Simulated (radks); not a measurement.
Valence configurations of Ce2+ (all share [Xe]). All-electron calculation, Dirac Kohn-Sham, PBEsol, spin-unpolarised, spherical densities, finite nucleus; open shells fill j = l - 1/2 first; Fermi nuclear charge, rms radius 4.8771 fm. Program: a radial shooting solver on a logarithmic mesh with Libxc functionals. Energies are relative to 4f2; eigenvalues in eV.

valence      E (eV)  e(4f5/2)  e(5d3/2)  e(6p1/2)  e(6s1/2)
4f2           0.000   -13.067         -         -         -
4f1 6p1       6.541   -21.828         -   -11.825         -
4f1 6s1       2.984   -20.928         -         -   -14.885
6s2          12.668         -         -         -   -16.779
6s1 6p1      16.652         -         -   -13.229   -17.215
6p2          20.640         -         -   -13.622         -
5d2           7.113         -   -16.446         -         -
4f1 5d1       1.398   -18.313   -14.931         -         -
4f1.5 6s0.5   0.765   -16.760         -         -   -13.851

NIST lists [Xe] 4f2 as the ground configuration; this level of theory agrees among the configurations tried. The energies are those of spherical spin-averaged densities, not of single terms.
